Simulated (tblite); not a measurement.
A geometry optimisation, step by step.

C2H3F3NO4S2 (charge -1).
Bonds: C1–S2, S2–O3 (double), S2–O4 (double), S2–N5, N5–S6, S6–O7 (double), S6–O8 (double), S6–C9, C9–F10, C9–F11, C9–F12. Hydrogens: H13, H14, H15 on C1.
Bond orders are those of one Lewis drawing.

Computed with GFN2-xTB (tblite), gas phase: L-BFGS steps from a force-field or distance-geometry start until the largest atomic force falls under 0.01 eV/Å. 5 of its 135 geometries are shown.

Step 0: E = -1248.2212 eV, largest atomic force 8.254 eV/Å
```
atom  x, y, z in Å  |  force x, y, z in eV/Å
C1      1.951    0.321   -0.801   -0.861   2.027  -0.260
S2      1.319   -0.880    0.346    1.929  -4.614   3.704
O3      1.500   -0.431    1.794   -1.384   0.430  -3.061
O4      2.300   -2.044    0.233   -2.247   2.163  -0.715
N5     -0.193   -1.517    0.002   -0.367   3.253   0.296
S6     -1.480   -0.500   -0.328   -0.283  -6.247  -5.387
O7     -1.384   -0.040   -1.772    0.535   0.316   3.082
O8     -2.750   -1.313   -0.244    2.663   1.985   0.879
C9     -1.724    0.896    0.683   -1.969   2.210   2.978
F10    -2.856    1.608    0.248    2.024  -0.691   0.565
F11    -2.106    0.437    1.946    0.664   0.742  -1.578
F12    -0.686    1.734    0.871   -1.015  -0.427  -0.357
H13     1.060    0.969   -1.032    0.987  -0.563  -0.079
H14     2.712    0.936   -0.274   -0.527  -0.643  -0.430
H15     2.334   -0.170   -1.693   -0.149   0.061   0.361
```

Step 34: E = -1250.3153 eV, largest atomic force 0.125 eV/Å
```
atom  x, y, z in Å  |  force x, y, z in eV/Å
C1      1.760    0.284   -0.835    0.015  -0.052   0.054
S2      1.241   -0.909    0.441    0.012   0.094  -0.057
O3      1.107   -0.189    1.687   -0.007   0.035  -0.032
O4      2.219   -1.974    0.448   -0.084   0.092   0.007
N5     -0.175   -1.513   -0.006    0.052   0.006  -0.050
S6     -1.303   -0.566   -0.480   -0.042  -0.044  -0.042
O7     -1.007    0.240   -1.645    0.036   0.003   0.008
O8     -2.560   -1.257   -0.519   -0.092   0.015   0.036
C9     -1.613    0.812    0.796   -0.014   0.034   0.087
F10    -2.720    1.475    0.409   -0.048  -0.024  -0.035
F11    -1.848    0.394    2.038    0.012  -0.075   0.093
F12    -0.646    1.735    0.846    0.042  -0.008  -0.064
H13     0.885    0.854   -1.123    0.097  -0.056  -0.042
H14     2.524    0.926   -0.415    0.004  -0.090   0.020
H15     2.132   -0.304   -1.663    0.018   0.068   0.016
```

Step 67: E = -1250.3757 eV, largest atomic force 0.111 eV/Å
```
atom  x, y, z in Å  |  force x, y, z in eV/Å
C1      1.900    0.167   -0.926   -0.004  -0.007   0.024
S2      1.183   -0.836    0.411   -0.077  -0.055  -0.039
O3      0.917    0.060    1.513    0.078   0.021  -0.052
O4      2.100   -1.917    0.685    0.056   0.096   0.005
N5     -0.181   -1.465   -0.142   -0.073  -0.041   0.015
S6     -1.315   -0.463   -0.501    0.037   0.016  -0.073
O7     -0.977    0.479   -1.546    0.025  -0.011  -0.049
O8     -2.573   -1.137   -0.661    0.069  -0.016   0.011
C9     -1.659    0.754    0.917   -0.060  -0.007   0.008
F10    -2.932    1.163    0.718    0.003   0.078   0.043
F11    -1.620    0.296    2.166   -0.040  -0.015   0.033
F12    -0.910    1.855    0.830   -0.026  -0.012   0.068
H13     1.075    0.712   -1.367    0.008  -0.029  -0.043
H14     2.619    0.839   -0.480    0.035   0.008   0.039
H15     2.369   -0.498   -1.638   -0.030  -0.025   0.010
```

Step 100: E = -1250.4408 eV, largest atomic force 0.059 eV/Å
```
atom  x, y, z in Å  |  force x, y, z in eV/Å
C1      2.044   -0.080   -1.104    0.006   0.002  -0.012
S2      1.162   -0.635    0.386   -0.002   0.002   0.037
O3      0.897    0.535    1.190    0.020  -0.033  -0.023
O4      1.993   -1.646    0.996   -0.001   0.015   0.016
N5     -0.209   -1.300   -0.122    0.005   0.010   0.004
S6     -1.270   -0.225   -0.518    0.016   0.015  -0.037
O7     -0.783    0.845   -1.357    0.023  -0.017   0.034
O8     -2.483   -0.850   -0.967    0.003   0.014   0.040
C9     -1.826    0.657    1.084   -0.052  -0.012  -0.026
F10    -3.170    0.804    1.029   -0.014  -0.022   0.011
F11    -1.587   -0.057    2.187   -0.006  -0.015   0.000
F12    -1.354    1.888    1.264    0.032   0.016  -0.028
H13     1.294    0.358   -1.746   -0.007   0.045  -0.017
H14     2.772    0.656   -0.791    0.007  -0.014  -0.001
H15     2.517   -0.942   -1.554   -0.029  -0.005   0.002
```

Step 134: E = -1250.4532 eV, largest atomic force 0.008 eV/Å
```
atom  x, y, z in Å  |  force x, y, z in eV/Å
C1      2.043   -0.085   -1.111   -0.002   0.002   0.004
S2      1.179   -0.595    0.405    0.001   0.000   0.004
O3      0.908    0.594    1.176    0.006   0.002  -0.003
O4      2.021   -1.580    1.041    0.001   0.000   0.001
N5     -0.186   -1.286   -0.086    0.003  -0.007  -0.003
S6     -1.252   -0.230   -0.514    0.003  -0.004  -0.006
O7     -0.762    0.851   -1.336   -0.002  -0.001   0.005
O8     -2.446   -0.874   -0.991   -0.006   0.003   0.002
C9     -1.860    0.636    1.075   -0.003   0.002  -0.004
F10    -3.208    0.727    1.030    0.002   0.001  -0.003
F11    -1.585   -0.052    2.186    0.003   0.000  -0.001
F12    -1.429    1.886    1.230   -0.003   0.002   0.004
H13     1.360    0.563   -1.642   -0.001   0.002   0.001
H14     2.945    0.436   -0.816   -0.002  -0.006  -0.004
H15     2.266   -0.983   -1.669    0.003   0.004   0.003
```

Question: Summarise the path.

Answer: The energy falls by 2.2320 eV from step 0 to step 134; nine tenths of that is first reached at step 16. It falls at every step. The largest force goes from 8.254 to 0.008 eV/Å. Among the bonds S6–C9 changes most, from 1.741 to 1.909 Å; the atoms move by 0.834 Å rms after alignment.

Question: Follow the three bonds and two angles with the largest change from start to end.

Answer: 
| step | E above end (eV) | largest force (eV/Å) | S6–C9 (Å) | N5–S6 (Å) | S2=O3 (Å) | O3–S2–O4 (°) | N5–S6–C9 (°) |
| --- | --- | --- | --- | --- | --- | --- | --- |
| 0 | 2.2320 | 8.254 | 1.741 | 1.674 | 1.526 | 102.7 | 118.7 |
| 6 | 0.3430 | 0.499 | 1.902 | 1.547 | 1.445 | 115.4 | 109.6 |
| 12 | 0.2703 | 0.366 | 1.919 | 1.536 | 1.445 | 115.3 | 111.3 |
| 17 | 0.2020 | 0.243 | 1.901 | 1.545 | 1.447 | 115.2 | 111.4 |
| 23 | 0.1741 | 0.151 | 1.906 | 1.545 | 1.446 | 115.3 | 111.2 |
| 29 | 0.1529 | 0.153 | 1.916 | 1.546 | 1.444 | 115.2 | 111.8 |
| 35 | 0.1348 | 0.174 | 1.904 | 1.547 | 1.445 | 115.1 | 110.7 |
| 41 | 0.1178 | 0.195 | 1.900 | 1.552 | 1.445 | 115.2 | 110.1 |
| 47 | 0.1030 | 0.114 | 1.898 | 1.554 | 1.443 | 115.2 | 110.6 |
| 52 | 0.0967 | 0.089 | 1.909 | 1.554 | 1.445 | 115.2 | 111.3 |
| 58 | 0.0889 | 0.098 | 1.911 | 1.558 | 1.443 | 115.7 | 112.4 |
| 64 | 0.0830 | 0.094 | 1.906 | 1.555 | 1.444 | 115.5 | 112.4 |
| 70 | 0.0711 | 0.211 | 1.903 | 1.554 | 1.444 | 115.5 | 110.8 |
| 76 | 0.0450 | 0.150 | 1.917 | 1.556 | 1.445 | 116.1 | 108.0 |
| 82 | 0.0278 | 0.169 | 1.904 | 1.558 | 1.444 | 115.4 | 107.8 |
| 87 | 0.0187 | 0.153 | 1.906 | 1.560 | 1.442 | 116.4 | 107.8 |
| 93 | 0.0147 | 0.042 | 1.909 | 1.561 | 1.443 | 115.7 | 107.7 |
| 99 | 0.0128 | 0.042 | 1.912 | 1.561 | 1.443 | 116.0 | 107.6 |
| 105 | 0.0080 | 0.063 | 1.910 | 1.561 | 1.442 | 115.8 | 108.2 |
| 111 | 0.0040 | 0.068 | 1.908 | 1.561 | 1.443 | 115.9 | 108.2 |
| 117 | 0.0020 | 0.052 | 1.911 | 1.560 | 1.443 | 115.8 | 107.9 |
| 122 | 0.0009 | 0.032 | 1.909 | 1.560 | 1.443 | 115.9 | 107.6 |
| 128 | 0.0004 | 0.027 | 1.909 | 1.561 | 1.443 | 115.8 | 107.4 |
| 134 | 0.0000 | 0.008 | 1.909 | 1.560 | 1.443 | 115.8 | 107.2 |

What follows is the cost of the whole relaxation. Hardware: one thread of an Arm Neoverse V1 (shared host). Cost: 1.2 s of wall time.
